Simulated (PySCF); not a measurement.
**¹⁵N chemical shifts**

No solvent model, non-relativistic Hamiltonian, rapidly exchanging positions averaged, single conformer. Shielding tensors at PBE0/pcSseg-1 (GIAO); structure optimised with GFN2-xTB; PySCF 2.14.

Shieldings were converted by a linear fit to measured shifts: ¹⁵N (scatter 6.3 ppm rms vs CH3NO2, solution or neat liquid). Occasional misses reach two or three times the rms, and more in compound classes unlike the fitted ones.

**Question.** Give the ¹⁵N shifts of `Cc1nn(C(C)C)c(Cl)p1`, `CN(C)[SiH2][SiH3]`, `C/C=C\[Si@@H]1CC[SiH2][SiH2]N1`, `CN=P1(NC)CCCC1`, `C#C[C@@](C)([SiH2]C)N([SiH3])[SiH3]`.

**Answer.** 
| compound | environment | δ (ppm) |
| --- | --- | --- |
| [CH3:1][c:2]1[n:3][n:4]([CH:5]([CH3:6])[CH3:7])[c:8]([Cl:9])[p:10]1 | N3: pyridine-type nitrogen of an azole | -66.0 |
| [CH3:1][c:2]1[n:3][n:4]([CH:5]([CH3:6])[CH3:7])[c:8]([Cl:9])[p:10]1 | N4: pyrrole-type ring nitrogen | -156.3 |
| CN(C)[SiH2][SiH3] | nitrogen bonded to 2 C, Si | -387.7 |
| C/C=C\[Si@@H]1CC[SiH2][SiH2]N1 | nitrogen bonded to 2 Si, H, in a 6-membered ring | -385.9 |
| [CH3:1][N:2]=[P:3]1([NH:4][CH3:5])[CH2:6][CH2:7][CH2:8][CH2:9]1 | N2: nitrogen bonded to C, P | -325.8 |
| [CH3:1][N:2]=[P:3]1([NH:4][CH3:5])[CH2:6][CH2:7][CH2:8][CH2:9]1 | N4: nitrogen bonded to C, P, H | -340.5 |
| C#C[C@@](C)([SiH2]C)N([SiH3])[SiH3] | nitrogen bonded to C, 2 Si | -389.5 |

**Question.** Match the shifts -322.3, -360.7, -387.9 ppm to `N[SiH2]CC[SiH3]`, `FC(F)(F)[C@@H]1CCCN1[SiH3]`, `C=CN([SiH3])[C@H](C)C(F)(F)F`.

**Answer.** -322.3: C=CN([SiH3])[C@H](C)C(F)(F)F (enamine nitrogen); -360.7: FC(F)(F)[C@@H]1CCCN1[SiH3] (nitrogen bonded to 2 C, Si, in a 5-membered ring); -387.9: N[SiH2]CC[SiH3] (nitrogen bonded to Si, 2 H).
